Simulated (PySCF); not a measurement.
F₄MoO, charge -1, doublet, geometry from GFN2-xTB (such geometries of metal compounds can be far from the true shape) (the multiplicity is a formal guess) (core potentials on Mo); DF-B3LYP/def2-SVP (PySCF).

Here is a job for PySCF.
```python
from pyscf import gto, scf, dft

mol = gto.Mole()
mol.atom = '''
    Mo    0.00171657   -0.11887051    0.10250611
    O     1.05277088   -0.77685335    1.15613724
    F    -1.29992381    0.47094715   -1.00978493
    F     0.44951875    1.77144445    0.36225222
    F     1.24819029    0.30766764   -1.34858105
    F    -1.34159221   -1.30479386    0.49007434
'''
mol.basis = 'def2-svp'
mol.ecp = {'Mo': 'def2-svp'}
mol.charge = -1
mol.spin = 1
mol.verbose = 4
mol.build()

mf = dft.UKS(mol)
mf.xc = 'b3lyp'
mf = mf.density_fit(auxbasis='def2-universal-jkfit')
mf.kernel()
```

What does PySCF print? Leave out banner, timings and long lists.


```
PySCF version 2.14.0

[INPUT] verbose = 4
[INPUT] num. atoms = 6
[INPUT] num. electrons = 59
[INPUT] charge = -1
[INPUT] spin (= nelec alpha-beta = 2S) = 1
[INPUT] symmetry False subgroup None
[INPUT] Mole.unit = angstrom
[INPUT] Symbol           X                Y                Z      unit          X                Y                Z       unit  Magmom
[INPUT]  1 Mo     0.001716570000  -0.118870510000   0.102506110000 AA    0.003243847174  -0.224632708187   0.193708473995 Bohr   0.0
[INPUT]  2 O      1.052770880000  -0.776853350000   1.156137240000 AA    1.989448635117  -1.468040070451   2.184782746011 Bohr   0.0
[INPUT]  3 F     -1.299923810000   0.470947150000  -1.009784930000 AA   -2.456499983701   0.889961132644  -1.908216962413 Bohr   0.0
[INPUT]  4 F      0.449518750000   1.771444450000   0.362252220000 AA    0.849467325357   3.347544855381   0.684557483816 Bohr   0.0
[INPUT]  5 F      1.248190290000   0.307667640000  -1.348581050000 AA    2.358737799441   0.581407576991  -2.548448841278 Bohr   0.0
[INPUT]  6 F     -1.341592210000  -1.304793860000   0.490074340000 AA   -2.535241847750  -2.465703044414   0.926106283277 Bohr   0.0

nuclear repulsion = 325.32314591714
number of shells = 41
number of NR pGTOs = 177
number of NR cGTOs = 101
basis = def2-svp
ecp = {'Mo': 'def2-svp'}

******** <class 'pyscf.df.df_jk.DFUKS'> ********
method = DFUKS
initial guess = minao
damping factor = 0
level_shift factor = 0
DIIS = <class 'pyscf.scf.diis.CDIIS'>
diis_start_cycle = 1
diis_space = 8
diis_damp = 0
SCF conv_tol = 1e-09
SCF conv_tol_grad = None
SCF max_cycles = 50
direct_scf = False
number electrons alpha = 30  beta = 29
XC library pyscf.dft.libxc version 7.1.2
    S. Lehtola, C. Steigemann, M. J. T. Oliveira, and M. A. L. Marques,  SoftwareX 7, 1–5 (2018)
XC functionals = b3lyp
    P. J. Stephens, F. J. Devlin, C. F. Chabalowski, and M. J. Frisch,  J. Phys. Chem. 98, 11623 (1994)
radial grids:
    Treutler-Ahlrichs [JCP 102, 346 (1995); DOI:10.1063/1.469408] (M4) radial grids

becke partition: Becke, JCP 88, 2547 (1988); DOI:10.1063/1.454033
pruning grids: <function nwchem_prune>
grids dens level: 3
symmetrized grids: False
atomic radii adjust function: <function treutler_atomic_radii_adjust>
small_rho_cutoff = 0
Set gradient conv threshold to 3.16228e-05
tot grids = 93568
******** <class 'pyscf.df.df.DF'> ********
auxbasis = def2-universal-jkfit
init E= -534.899031790314

cycle= 1 E= -542.174797087025  delta_E= -7.28  |g|= 1.21  |ddm|= 2.38
cycle= 2 E= -536.868133985348  delta_E= 5.31  |g|= 3.74  |ddm|= 3.02
cycle= 3 E= -542.477891186233  delta_E= -5.61  |g|= 0.732  |ddm|= 2.69
cycle= 4 E= -542.651263802647  delta_E= -0.173  |g|= 0.34  |ddm|= 0.717
cycle= 5 E= -542.685717711131  delta_E= -0.0345  |g|= 0.138  |ddm|= 0.295
cycle= 6 E= -542.69301883104  delta_E= -0.0073  |g|= 0.0564  |ddm|= 0.125
cycle= 7 E= -542.694123036915  delta_E= -0.0011  |g|= 0.0168  |ddm|= 0.0359
cycle= 8 E= -542.694240372172  delta_E= -0.000117  |g|= 0.00258  |ddm|= 0.0131
cycle= 9 E= -542.694244207619  delta_E= -3.84e-06  |g|= 0.00107  |ddm|= 0.00331
cycle= 10 E= -542.694245081891  delta_E= -8.74e-07  |g|= 0.000731  |ddm|= 0.00179
cycle= 11 E= -542.694245500256  delta_E= -4.18e-07  |g|= 0.000367  |ddm|= 0.00116
cycle= 12 E= -542.694245722378  delta_E= -2.22e-07  |g|= 9.68e-05  |ddm|= 0.00139
cycle= 13 E= -542.694245730935  delta_E= -8.56e-09  |g|= 2.85e-05  |ddm|= 0.000236
cycle= 14 E= -542.694245731605  delta_E= -6.7e-10  |g|= 8.47e-06  |ddm|= 4.84e-05
Extra cycle  E= -542.694245731745  delta_E= -1.41e-10  |g|= 7.71e-06  |ddm|= 3.26e-05
converged SCF energy = -542.694245731745  <S^2> = 0.75326211  2S+1 = 2.0032595
```
